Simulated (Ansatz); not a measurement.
`[CH3][In-]([CH3])([OH2+])[F]`, relaxed with RKS PBE0-D4/def2-TZVP in Ansatz 0.2.0 from a PBE-D4/def2-SVP geometry. The force threshold is 0.005 eV/Å; the program also tests the step.

Total charge 0; spin multiplicity 1. In: def2 effective core potential.

Start:

```xyz
13

C    -1.422    0.781   -1.615
In   -0.113    0.319    0.037
C     1.822    0.729    0.914
O    -0.220   -2.075    0.111
F    -1.317   -0.422    1.586
H    -1.431   -0.093   -2.295
H    -2.441    0.944   -1.217
H    -1.088    1.678   -2.169
H     1.690    0.820    2.010
H     2.510   -0.111    0.697
H     2.259    1.664    0.514
H     0.556   -2.482    0.541
H    -0.804   -1.754    0.885
```

| step | energy (eV) | largest force (eV/Å) | largest move (Å) |
| --- | --- | --- | --- |
| 1 | -12139.4482 | 1.013 | 0.000 |
| 2 | -12139.5021 | 0.539 | 0.044 |
| 3 | -12139.5087 | 0.538 | 0.079 |
| 4 | -12139.5175 | 0.232 | 0.053 |
| 5 | -12139.5231 | 0.108 | 0.044 |
| 6 | -12139.5242 | 0.044 | 0.018 |
| 7 | -12139.5250 | 0.050 | 0.041 |
| 8 | -12139.5253 | 0.038 | 0.025 |
| 9 | -12139.5255 | 0.105 | 0.084 |
| 10 | -12139.5260 | 0.048 | 0.005 |
| 11 | -12139.5263 | 0.008 | 0.025 |
| 12 | -12139.5266 | 0.038 | 0.065 |
| 13 | -12139.5267 | 0.051 | 0.029 |
| 14 | -12139.5269 | 0.026 | 0.016 |
| 15 | -12139.5271 | 0.012 | 0.021 |
| 16 | -12139.5272 | 0.030 | 0.046 |
| 17 | -12139.5273 | 0.017 | 0.016 |
| 18 | -12139.5273 | 0.004 | 0.016 |
| 19 | -12139.5274 | 0.015 | 0.030 |
| 20 | -12139.5274 | 0.006 | 0.010 |
| 21 | -12139.5274 | 0.009 | 0.027 |
| 22 | -12139.5274 | 0.023 | 0.040 |
| 23 | -12139.5275 | 0.004 | 0.009 |
| 24 | -12139.5275 | 0.004 | 0.015 |
| 25 (rejected) | -12139.5274 | 0.063 | 0.063 |
| 26 | -12139.5276 | 0.004 | 0.022 |

End:

```xyz
13

C    -1.381    0.749   -1.624
In   -0.129    0.345    0.051
C     1.790    0.735    0.902
O    -0.211   -2.048    0.176
F    -1.346   -0.284    1.575
H    -1.616   -0.196   -2.116
H    -2.309    1.198   -1.269
H    -0.907    1.417   -2.342
H     1.805    0.351    1.922
H     2.577    0.251    0.320
H     1.995    1.806    0.926
H     0.537   -2.518    0.554
H    -0.805   -1.806    0.925
```

Hardware: 4 threads of an Intel Xeon Platinum 8175M on a shared host. Wall time 3 min, peak host memory 0.68 GiB.
